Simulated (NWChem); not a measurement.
All runs are NWChem calculations. System: H₂B, charge 0, spin multiplicity 2, at a geometry optimised with UPBE0/def2-SVP. The structure started from a generated list of species. Its SCF solution wasn't tested for a lower state. Level: UMP2/def2-TZVP, 1 core orbitals frozen.

The NWChem input:

```
start mol
memory heap 200 mb stack 900 mb global 1100 mb
geometry units angstroms nocenter noautoz
  B      0.000000     0.000000     0.147828
  H      1.088215     0.000000    -0.369570
  H     -1.088215     0.000000    -0.369570
  symmetry group C2v
end
basis spherical
  * library def2-tzvp
end
scf
  uhf
  nopen 1
  maxiter 100
  thresh 1e-7
  semidirect memsize 60000000 filesize 0
  # guess.movecs holds the orbitals of an unrestricted PBE0 run
  vectors input guess.movecs output mol.movecs
end
mp2
  freeze core 1
end
task mp2 energy
```

NWChem printed:

```
             Northwest Computational Chemistry Package (NWChem) 7.3.0
             --------------------------------------------------------

                                NWChem Input Module
                                -------------------

 Scaling coordinates for geometry "geometry" by  1.889725989
 (inverse scale =  0.529177249)

 Turning off AUTOSYM since
 SYMMETRY directive was detected!

                             Geometry "geometry" -> ""
                             -------------------------

 Output coordinates in angstroms (scale by  1.889725989 to convert to a.u.)

  No.       Tag          Charge          X              Y              Z
 ---- ---------------- ---------- -------------- -------------- --------------
    1 B                    5.0000     0.00000000     0.00000000     0.14782800
    2 H                    1.0000     1.08821500     0.00000000    -0.36957000
    3 H                    1.0000    -1.08821500     0.00000000    -0.36957000

 Effective nuclear repulsion energy (a.u.)       4.6348224837

            Nuclear Dipole moment (a.u.)
            ----------------------------
        X                 Y               Z
 ---------------- ---------------- ----------------
     0.0000000000     0.0000000000     0.0000000000

      Symmetry information
      --------------------

 Group name             C2v
 Group number             16
 Group order               4
 No. of unique centers     2

      Symmetry unique atoms

     1    2


 Summary of "ao basis" -> "" (spherical)
 ------------------------------------------------------------------------------
       Tag                 Description            Shells   Functions and Types
 ---------------- ------------------------------  ------  ---------------------
 *                         def2-tzvp                  on all atoms

 Summary of "ao basis" -> "ao basis" (spherical)
 ------------------------------------------------------------------------------
       Tag                 Description            Shells   Functions and Types
 ---------------- ------------------------------  ------  ---------------------
 B                         def2-tzvp                11       31   5s3p2d1f
 H                         def2-tzvp                 4        6   3s1p

                                 NWChem SCF Module
                                 -----------------

  ao basis        = "ao basis"
  functions       =    43
  atoms           =     3
  alpha electrons =     4
  beta  electrons =     3
  charge          =   0.00
  wavefunction    = UHF
  use symmetry    = T
  symmetry adapt  = T

 Summary of "ao basis" -> "ao basis" (spherical)
 ------------------------------------------------------------------------------
       Tag                 Description            Shells   Functions and Types
 ---------------- ------------------------------  ------  ---------------------
 B                         def2-tzvp                11       31   5s3p2d1f
 H                         def2-tzvp                 4        6   3s1p

      Symmetry analysis of basis
      --------------------------

        a1         19
        a2          4
        b1         12
        b2          8

 Forming initial guess at       0.0s

   Symmetry analysis of molecular orbitals - initial alpha
   -------------------------------------------------------

  Numbering of irreducible representations:

     1 a1          2 a2          3 b1          4 b2

  Orbital symmetries:

     1 a1          2 a1          3 b1          4 a1          5 b2
     6 a1          7 b1          8 a1          9 a1         10 b2
    11 b1         12 a2         13 a1         14 b2

   Symmetry analysis of molecular orbitals - initial beta
   ------------------------------------------------------

  Numbering of irreducible representations:

     1 a1          2 a2          3 b1          4 b2

  Orbital symmetries:

     1 a1          2 a1          3 b1          4 b2          5 a1
     6 a1          7 b1          8 a1          9 b2         10 b1
    11 a1         12 a2         13 a1         14 b2

 Starting SCF solution at       0.1s

 ----------------------------------------------
         Quadratically convergent UHF

 Convergence threshold     :          1.000E-07
 Maximum no. of iterations :          100
 Integral*density screening:          1.000E-09
 ----------------------------------------------

              iter       energy          gnorm     gmax       time
             ----- ------------------- --------- --------- --------
                 1      -25.7566613249  2.03D-01  6.68D-02      0.2
                 2      -25.7600840018  6.66D-03  2.47D-03      0.2
                 3      -25.7601024036  2.19D-05  6.17D-06      0.2
                 4      -25.7601024038  6.91D-09  2.33D-09      0.3

       Final UHF  results
       ------------------

         Total SCF energy =    -25.760102403801
      One electron energy =    -42.794869676174
      Two electron energy =     12.399944788720
 Nuclear repulsion energy =      4.634822483653

                       Sz =      0.5000
                 Sz(Sz+1) =      0.7500
                      S^2 =      0.7536

        Time for solution =      0.2s

       Symmetry analysis of molecular orbitals - alpha
       -----------------------------------------------

  Numbering of irreducible representations:

     1 a1          2 a2          3 b1          4 b2

  Orbital symmetries:

     1 a1          2 a1          3 b1          4 a1          5 b2
     6 a1          7 b1          8 a1          9 a1         10 b2
    11 b1         12 a2         13 a1         14 b2
[...]
 Vector    6  Occ=0.000000D+00  E= 1.398738D-01  Symmetry=a1
              MO Center= -7.8D-15, -8.4D-16, -5.4D-01, r^2= 6.7D+00
   Bfn.  Coefficient  Atom+Function         Bfn.  Coefficient  Atom+Function
  ----- ------------  ---------------      ----- ------------  ---------------
     5      3.188151  1 B  s                  4     -1.670791  1 B  s
    34     -0.923869  2 H  s                 40     -0.923869  3 H  s
    14     -0.642175  1 B  pz                 3      0.161218  1 B  s

 Vector    7  Occ=0.000000D+00  E= 1.690583D-01  Symmetry=b1
              MO Center= -5.6D-14,  5.1D-16,  9.9D-01, r^2= 7.3D+00
   Bfn.  Coefficient  Atom+Function         Bfn.  Coefficient  Atom+Function
  ----- ------------  ---------------      ----- ------------  ---------------
    12      2.527569  1 B  px                34     -1.648677  2 H  s
    40      1.648677  3 H  s                  9     -0.322903  1 B  px

                     UHF Final Beta Molecular Orbital Analysis
                     -----------------------------------------

 Vector    2  Occ=1.000000D+00  E=-6.439520D-01  Symmetry=a1
              MO Center= -2.1D-19, -7.7D-32, -2.3D-01, r^2= 1.3D+00
   Bfn.  Coefficient  Atom+Function         Bfn.  Coefficient  Atom+Function
  ----- ------------  ---------------      ----- ------------  ---------------
     4      0.300261  1 B  s                  3      0.297672  1 B  s
     2     -0.176509  1 B  s                 33      0.173786  2 H  s
    39      0.173786  3 H  s

 Vector    3  Occ=1.000000D+00  E=-5.094175D-01  Symmetry=b1
              MO Center= -8.8D-16, -8.0D-18, -1.8D-01, r^2= 1.6D+00
   Bfn.  Coefficient  Atom+Function         Bfn.  Coefficient  Atom+Function
  ----- ------------  ---------------      ----- ------------  ---------------
     6      0.299013  1 B  px                 9      0.232094  1 B  px
    33      0.218830  2 H  s                 39     -0.218830  3 H  s

 Vector    4  Occ=0.000000D+00  E= 6.292812D-02  Symmetry=b2
              MO Center= -1.4D-16, -3.5D-16,  9.6D-02, r^2= 4.0D+00
   Bfn.  Coefficient  Atom+Function         Bfn.  Coefficient  Atom+Function
  ----- ------------  ---------------      ----- ------------  ---------------
    13      0.786666  1 B  py                 7      0.239835  1 B  py

 Vector    5  Occ=0.000000D+00  E= 7.890851D-02  Symmetry=a1
              MO Center= -7.7D-15,  6.2D-16,  8.4D-01, r^2= 3.7D+00
   Bfn.  Coefficient  Atom+Function         Bfn.  Coefficient  Atom+Function
  ----- ------------  ---------------      ----- ------------  ---------------
    14      0.709851  1 B  pz                 5      0.624207  1 B  s
     8      0.205963  1 B  pz

 Vector    6  Occ=0.000000D+00  E= 1.463213D-01  Symmetry=a1
              MO Center=  3.1D-17, -3.7D-17, -9.3D-01, r^2= 6.1D+00
   Bfn.  Coefficient  Atom+Function         Bfn.  Coefficient  Atom+Function
  ----- ------------  ---------------      ----- ------------  ---------------
     5      3.208717  1 B  s                  4     -1.571482  1 B  s
    34     -1.024291  2 H  s                 40     -1.024291  3 H  s
    14     -0.864139  1 B  pz                 3      0.177393  1 B  s
    11      0.175956  1 B  pz

 center of mass
 --------------
 x =   0.00000000 y =   0.00000000 z =   0.12804627

 moments of inertia (a.u.)
 ------------------
           1.628718345441           0.000000000000           0.000000000000
           0.000000000000          10.152694189720           0.000000000000
           0.000000000000           0.000000000000           8.523975844279

  Mulliken analysis of the total density
  --------------------------------------

    Atom       Charge   Shell Charges
 -----------   ------   -------------------------------------------------------
    1 B    5     5.07   0.92  1.06  0.52  0.65  0.09  0.77  0.85  0.17  0.02  0.03  0.00
    2 H    1     0.96   0.25  0.51  0.19  0.01
    3 H    1     0.96   0.25  0.51  0.19  0.01

  Mulliken analysis of the alpha density
  --------------------------------------

    Atom       Charge   Shell Charges
 -----------   ------   -------------------------------------------------------
    1 B    5     3.05   0.46  0.53  0.30  0.39  0.06  0.53  0.61  0.15  0.01  0.01  0.00
    2 H    1     0.48   0.13  0.26  0.09  0.01
    3 H    1     0.48   0.13  0.26  0.09  0.01

   Mulliken analysis of the beta density
   -------------------------------------

    Atom       Charge   Shell Charges
 -----------   ------   -------------------------------------------------------
    1 B    5     2.03   0.46  0.53  0.22  0.26  0.02  0.24  0.24  0.02  0.01  0.02  0.00
    2 H    1     0.49   0.12  0.26  0.10  0.00
    3 H    1     0.49   0.12  0.26  0.10  0.00

   Mulliken analysis of the spin density
   -------------------------------------

    Atom       Charge   Shell Charges
 -----------   ------   -------------------------------------------------------
    1 B    5     1.02   0.00 -0.01  0.08  0.13  0.04  0.29  0.37  0.12 -0.00 -0.00 -0.00
    2 H    1    -0.01   0.00 -0.00 -0.01  0.00
    3 H    1    -0.01   0.00 -0.00 -0.01  0.00

       Multipole analysis of the density wrt the origin
       ------------------------------------------------

     L   x y z        total         alpha         beta         nuclear
     -   - - -        -----         -----         ----         -------
     0   0 0 0     -0.000000     -4.000000     -3.000000      7.000000

     1   1 0 0      0.000000      0.000000      0.000000      0.000000
     1   0 1 0     -0.000000     -0.000000      0.000000      0.000000
     1   0 0 1     -0.173610     -0.666543      0.492932      0.000000

     2   2 0 0     -6.308121     -7.919480     -6.846434      8.457794
     2   1 1 0     -0.000000     -0.000000     -0.000000      0.000000
     2   1 0 1      0.000000      0.000000      0.000000      0.000000
     2   0 2 0     -4.939809     -3.082039     -1.857770      0.000000
     2   0 1 1     -0.000000     -0.000000     -0.000000      0.000000
     2   0 0 2     -7.093521     -6.218900     -2.240302      1.365681

                   NWChem MP2 Semi-direct Energy/Gradient Module
                   ---------------------------------------------

  Basis functions       =     43
  Molecular orbitals    =     43
  Frozen core           =      1
  Frozen virtuals       =      0
  Active alpha occupied =      3
  Active beta occupied  =      2
  Active alpha virtual  =     39
  Active beta virtual   =     40
  Use MO symmetry       = T
  Use skeleton AO sym   = T

  AO/Fock/Back tols     =   1.0D-09  1.0D-09  1.0D-09

 GA uses MA = F    GA memory limited = T

 Available:
  local mem=  1.26D+08
 global mem=  1.44D+08
 local disk=  0.00D+00
  mp2_memr nvloc                    39
  nvloc new                    39
   1 passes of   3:        3145728                       9619                    379542.
   1 passes of   3: M    126153723           G      144175502           F     123007995.

 Semi-direct pass number   1 of   1  for UHF alpha       at        0.3s
  vrange nnbf                   946
  mp2_eaftype                    10  avail_ma_in_mb                  1099
 EAF : mp2_eaftype filesize          10     189771.
  mp2_eaf for mointskh                     10
Node 0 wrote      0.9 Mb in      0.0 s     Agg I/O rate:  1946.2 Mb/s
 Done moints_semi at        0.6s
  mp2_eaftype                    10  avail_ma_in_mb                  1089
 EAF : mp2_eaftype filesize          10     189771.
  mp2_eaf for kh                    10
 Done maket at        0.6s
 Done multipass loop at        0.6s

 GA uses MA = F    GA memory limited = T

 Available:
  local mem=  1.26D+08
 global mem=  1.44D+08
 local disk=  0.00D+00
  mp2_memr nvloc                    40
  nvloc new                    40
   1 passes of   2:        3145728                       7770                    260535.
   1 passes of   2: M    126153723           G      144175502           F     123007995.

 Semi-direct pass number   1 of   1  for UHF beta        at        0.7s
  vrange nnbf                   946
  mp2_eaftype                    10  avail_ma_in_mb                  1099
 EAF : mp2_eaftype filesize          10     130268.
  mp2_eaf for mointskh                     10
Node 0 wrote      0.6 Mb in      0.0 s     Agg I/O rate:  1601.0 Mb/s
 Done moints_semi at        0.9s
  mp2_eaftype                    10  avail_ma_in_mb                  1089
 EAF : mp2_eaftype filesize          10     130268.
  mp2_eaf for kh                    10
 Done maket at        0.9s
 Done multipass loop at        0.9s

          -------------------------------------------
          SCF energy                 -25.760102403801
          Correlation energy          -0.077556852744
          Singlet pairs                0.000000000000
          Triplet pairs                0.000000000000
          Total MP2 energy           -25.837659256544
          -------------------------------------------

          ---------------------------------------------------
                    Spin Component Scaled (SCS) MP2
          Same spin pairs                     -0.009153366490
          Same spin scaling factor             0.333333333333
          Opposite spin pairs                 -0.068403486254
          Opposite spin scaling fact.          1.200000000000
          SCS-MP2 correlation energy          -0.085135305668
          Total SCS-MP2 energy               -25.845237709469
          ---------------------------------------------------

 -----------------------
 Performance information
 -----------------------

 Timer overhead =  2.25D-07 seconds/call

               Nr. of calls         CPU time (s)                 Wall time (s)                GFlops
             ---------------    -------------------     ------------------------------   -------------------
Name         Min   Avg   Max    Min     Avg     Max     Min     Avg     Max   Mx/calls   Min     Max     Sum
mp2: moin     2     2     2   0.56    0.56    0.56     0.56    0.56    0.56    0.28      0.0     0.0     0.0
mp2: make     2     2     2   1.65E-2 1.65E-2 1.65E-2  1.65E-2 1.65E-2 1.65E-2 8.23E-3   0.0     0.0     0.0
mp2: tota     1     1     1   0.64    0.64    0.64     0.64    0.64    0.64    0.64      0.0     0.0     0.0

 The average no. of pstat calls per process was 5.00D+00
 with a timing overhead of 1.13D-06s

 Task  times  cpu:        0.9s     wall:        0.9s

 Total times  cpu:        0.9s     wall:        0.9s
```
